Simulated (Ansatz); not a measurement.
Job for Ansatz (a first-principles code): FCI/cc-pVDZ on GeH2 (SMILES [GeH2]), 2S+1 = 1, a spin state set in the input, which need not be the lowest, at the other state's geometry. The run froze 14 orbitals, filled d shells among them.

Ansatz 0.2 input:
```yaml
crystal:
  periodic: [false, false, false]
  atoms:
    - {symbol: Ge, position_ang: [-0.00013225, 0.04576690, 0.00000000]}
    - {symbol: H, position_ang: [-1.33529880, -0.73613505, 0.00000000]}
    - {symbol: H, position_ang: [1.33953080, -0.72840574, 0.00000000]}
basis:
  gaussian:
    orbitals: cc-pVDZ
magnetization: {spin_polarized: false}
correlation: {method: fci, electrons: outside_noble_gas}
```

The log:

```
WARN ansatz: RAYON_NUM_THREADS=1 ignored (pool sized by the plan → 1); use --threads N
Functional definition: HF
integrals: 0.01 GiB planned
707 factors; integrals over basis functions are off by at most 1.1e-7 eV
mean field: 0.11 GiB planned
mean field evaluation 1: about -56502.1371 eV, gradient 6.9e0 eV
mean field evaluation 2: about -56502.1447 eV, gradient 6.9e0 eV
mean field evaluation 4: about -56502.4150 eV, gradient 4.4e-1 eV
mean field evaluation 8: about -56502.4169 eV, gradient 3.2e-4 eV
mean field -56502.41692398 eV, -2076.4255232426 hartree, gradient 1.1e-6 eV, S^2 0.000000; 0 other end points of the search recorded, 0 dependent functions left out; unrestricted orbitals would lower it
14 core orbitals not correlated
reference -56502.41692398 eV, -2076.4255232426 hartree; 3, 3 occupied and 20, 20 virtual orbitals, 707 factors
configuration interaction: 0.28 GiB planned
state -56505.47563182 eV, -2076.5379286825 hartree
Total energy: -56505.47563182 eV, -2076.5379286825 hartree
```

The run converged.

Cost: roughly 2.3 core-seconds.
